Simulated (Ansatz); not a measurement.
Ga₆Sb₆. The state is a triplet with charge 0. Geometry PBE-D4/def2-SVP, that of the neutral singlet; atoms count from 1.

```xyz
12

Ga    0.189   -1.972    1.832
Ga    1.803    0.804    1.873
Ga   -1.331   -1.865   -0.766
Ga   -1.507    1.551   -2.232
Ga   -0.737    0.661    0.580
Ga    0.966    1.876   -0.872
Sb   -1.308   -3.857    0.860
Sb    1.474   -1.308   -0.474
Sb   -0.285    0.179    3.312
Sb    3.393    1.059   -0.145
Sb   -3.093    0.108   -0.714
Sb    0.436    2.764   -3.255
```

In the def2 sets Sb takes a core potential; there is no spin–orbit coupling. Single mean-field runs in def2-TZVP are fitted with def2-universal-jkfit. At PBE0-D4/def2-TZVP a singlet of charge 0 lies 0.74 eV below the triplet at the same geometry. That singlet is doubtful there (restricted singlet, unstable towards broken spin symmetry at other levels and untested here).

Q: Estimate the Mulliken populations from the PBE0/def2-TZVP orbitals of Ansatz.

A: 
```tsv
atom	charge (e)	spin (α − β)
Ga1	0.09	0.13
Ga2	0.27	0.00
Ga3	0.09	0.44
Ga4	0.18	-0.01
Ga5	-0.01	0.09
Ga6	0.02	-0.01
Sb7	-0.08	1.07
Sb8	-0.15	-0.05
Sb9	-0.09	0.05
Sb10	-0.04	0.17
Sb11	-0.14	0.09
Sb12	-0.13	0.03
```
Mulliken values and Mayer orders depend strongly on the basis.

Q: Where does the spin sit?

A: Summed by element: Ga 0.65, Sb 1.35, of 2 unpaired in all. Largest on single atoms: Sb7 1.07, Ga3 0.44, Sb10 0.17.

Q: And the Mayer bond orders between bonded heavy atoms (over 0.3)?

A: Ga1–Sb7 0.89 (2.60 Å); Ga1–Sb8 0.77 (2.72 Å); Ga1–Sb9 0.84 (2.65 Å); Ga2–Sb9 0.89 (2.61 Å); Ga2–Sb10 0.94 (2.58 Å); Ga3–Sb7 0.86 (2.57 Å); Ga3–Sb8 0.53 (2.87 Å); Ga3–Sb11 0.78 (2.65 Å); Ga4–Sb11 0.93 (2.63 Å); Ga4–Sb12 1.36 (2.51 Å); Ga5–Ga6 0.58 (2.55 Å); Ga5–Sb8 0.37 (3.14 Å); Ga5–Sb9 0.71 (2.81 Å); Ga5–Sb11 0.77 (2.74 Å); Ga6–Sb10 0.80 (2.66 Å); Ga6–Sb12 1.10 (2.60 Å); Sb8–Sb10 0.69 (3.07 Å).
